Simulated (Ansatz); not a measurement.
C$_{4}$H$_{12}$Ge, SMILES `C[C](C)(C)[GeH3]` at its PBE0-D4/def2-TZVP geometry, where that method's forces vanish. Total charge 0; spin multiplicity 1.

```xyz
17

C     1.5705    0.0174    0.1070
C     0.0558    0.1211   -0.0308
C    -0.3137    0.4854   -1.4643
C    -0.4845    1.1738    0.9305
Ge   -0.7510   -1.6304    0.4151
H     1.9904   -0.7319   -0.5698
H     2.0376    0.9797   -0.1367
H     1.8696   -0.2439    1.1259
H    -1.3961    0.5665   -1.5976
H     0.0595   -0.2518   -2.1807
H     0.1244    1.4551   -1.7312
H    -0.2370    0.9411    1.9699
H    -1.5711    1.2725    0.8570
H    -0.0486    2.1537    0.6996
H    -0.2251   -2.7193   -0.5412
H    -0.3950   -2.0294    1.8611
H    -2.2857   -1.5595    0.2862
```

Question: What forces (eV/Å) does B3LYP-D4/def2-TZVPP give on these atoms in Ansatz 0.2.0? (Best estimate.)

Answer: The calculation gave: 
```
C1   0.244 -0.013  0.021
C2   0.000  0.001  0.000
C3  -0.057  0.062 -0.230
C4  -0.084  0.172  0.152
Ge5 -0.096 -0.208  0.053
H6  -0.010  0.045  0.042
H7  -0.006 -0.055  0.015
H8  -0.003  0.015 -0.060
H9   0.062 -0.001 -0.006
H10 -0.026  0.048  0.029
H11 -0.029 -0.049 -0.004
H12 -0.020  0.025 -0.053
H13  0.060  0.005  0.013
H14 -0.031 -0.041  0.025
H15 -0.002 -0.002  0.001
H16 -0.002 -0.002  0.000
H17  0.000 -0.003  0.001
```

B3LYP here is the variant with VWN-RPA as its local correlation; programs differ in this.
